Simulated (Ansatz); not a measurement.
C4H4F4 (`FC/C=C(/F)C(F)F`) from Hartree–Fock to CCSD(T)

Cartesian coordinates in Å:
```
F 1.502 -0.831 -0.931
C 1.495 0.518 -0.655
C 0.279 0.986 0.056
C -0.787 0.315 0.462
F -1.767 0.972 1.092
C -1.103 -1.141 0.330
F -1.281 -1.676 1.564
F -2.273 -1.288 -0.341
H 2.383 0.738 -0.051
H 1.595 1.052 -1.607
H 0.280 2.051 0.271
H -0.324 -1.696 -0.189
```

The species carries charge 0 and has multiplicity 1. The geometry is a stationary point of PBE0-D4/def2-TZVP. It is one conformer, not always the lowest. Frozen core, restricted reference, the Gaussian-basis code of Ansatz. CBS rows extrapolate triple and quadruple zeta; past MP2 they add the triple-zeta difference.

```csv
basis,HF (Eh),MP2 corr.
def2-SVP,-551.07717,-1.25492
def2-TZVPP,-551.75219,-1.62881
def2-QZVPP,-551.77598,-1.76769
```

(1) Estimate the CCSD correlation energy and the (T) correction in each basis where they were run (hartree).

Results:

(1) 
```csv
basis,CCSD corr.,(T)
def2-SVP,-1.29955,-0.03163
def2-TZVPP,-1.65642,-0.05907
CBS(def2),-1.89818,as TZ
```
